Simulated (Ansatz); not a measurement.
A nudged elastic band was laid between two geometries of C₂H₄AlNO (9 atoms, charge 0, multiplicity 1).

Level of theory: RKS PBE0-D4/6-31G (Ansatz).

| Item | Value |
| --- | --- |
| movable images | 5 |
| climbing image | yes |
| spring | 5.0 eV/Å² |
| optimiser | quadratic models (default) |
| start path | IDPP |
| force threshold | 0.05 eV/Å |
| iteration limit | 60 |
| end points | relaxed |

Initial state:

```xyz
9
Properties=species:S:1:pos:R:3
N 0.469 2.174 -1.111
C 0.715 0.983 -0.873
C 1.082 -0.222 -0.470
O 0.375 -0.992 0.414
Al -1.077 -1.175 1.341
H -0.118 2.417 -1.917
H 1.990 -0.672 -0.850
H -2.265 -0.116 1.142
H -1.083 -2.442 2.309
```

Final state:

```xyz
9
Properties=species:S:1:pos:R:3
N 0.528 2.705 -0.958
C 0.445 1.483 -0.794
C 0.497 0.187 -0.536
O -0.271 -0.391 0.435
Al -0.618 -1.852 1.291
H -0.092 3.173 -1.628
H 1.156 -0.450 -1.121
H 0.189 -3.177 0.881
H -1.745 -1.724 2.412
```

(1) Which bonds break or form, and what moves?

(2) Give the energies along the band, and the barrier.

(3) What is the geometry of the highest image?

(4) What are the harmonic wavenumbers there?

The band took 9 iterations and roughly 2.3 core-minutes.

Results:

(1) No bond is made or broken. The dihedral H7–C3–O4–Al5 goes from -173 to 6°.

(2) It converged. The highest image is number 3 of 0 to 6, 0.092 eV above the ends, which have the same energy within 2 meV. A vibrational analysis at the climbing image gives one clearly imaginary mode, 90i cm⁻¹: a first-order saddle point. Limits of this set-up: no polarisation functions.

```
image  path coordinate (Å)  energy (eV)  dihedral H7–C3–O4–Al5 (°)
    0                 0.00        0.000                       -173
    1                 0.85        0.019                       -149
    2                 1.69        0.066                       -116
    3                 2.54        0.092                        -80
    4                 3.39        0.067                        -48
    5                 4.24        0.022                        -21
    6                 5.09        0.002                          6
```

(3) 
```xyz
9
Properties=species:S:1:pos:R:3
N 1.421 2.363 -0.401
C 1.022 1.197 -0.533
C 0.752 -0.092 -0.631
O 0.168 -0.819 0.379
Al -1.301 -1.526 0.959
H 0.812 3.137 -0.690
H 1.021 -0.634 -1.531
H -2.646 -1.340 0.102
H -1.160 -2.331 2.329
```

(4) 90i, 90, 122, 253, 345, 524, 538, 600, 658, 738, 781, 909, 1043, 1115, 1308, 1443, 1893, 1940, 2166, 3229, 3420 cm⁻¹.

The run took 2.3 min on 1 thread of Arm Neoverse V1, on a shared host, peak memory 0.13 GiB.
